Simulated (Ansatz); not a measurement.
This geometry of GeH₆N₂ (9 atoms, charge 0, multiplicity 1) is a first-order saddle point.

Method: RKS B3LYP/def2-SVPD (Ansatz).

```xyz
9
Properties=species:S:1:pos:R:3
N -0.955 0.631 -1.059
Ge 0.568 0.264 -0.120
N 0.195 -1.123 1.041
H -1.523 -0.083 -1.493
H -1.359 1.556 -1.094
H 0.952 1.615 0.529
H 1.718 -0.281 -0.993
H 0.975 -1.667 1.394
H -0.482 -0.957 1.778
```

Q: Which two structures does it join? (They come from a converged band through this point; their orientation in space is the band's.)

A: No bond is made or broken. The height of N1 over the plane of its neighbours goes from -0.27 to 0.28 Å.

Image 0:

```xyz
9
Properties=species:S:1:pos:R:3
N -1.087 0.641 -0.877
Ge 0.541 0.282 -0.091
N 0.198 -1.143 1.025
H -1.500 -0.095 -1.439
H -1.199 1.539 -1.335
H 0.950 1.612 0.586
H 1.669 -0.216 -1.025
H 0.991 -1.673 1.367
H -0.474 -0.994 1.771
```

Image 10:

```xyz
9
Properties=species:S:1:pos:R:3
N -0.872 0.695 -1.200
Ge 0.570 0.271 -0.136
N 0.158 -1.095 1.046
H -1.414 -0.074 -1.580
H -1.491 1.427 -0.868
H 0.959 1.607 0.538
H 1.709 -0.301 -0.998
H 0.923 -1.688 1.352
H -0.454 -0.888 1.828
```

Q: How far does it lie above each of them?

A: 0.029 eV above the first and 0.012 eV above the second. This is the barrier of this one path; another mechanism may lie lower.

Time of the run: 9.9 min on 2 threads of Arm Neoverse N1, on a shared host, peak memory 0.31 GiB.
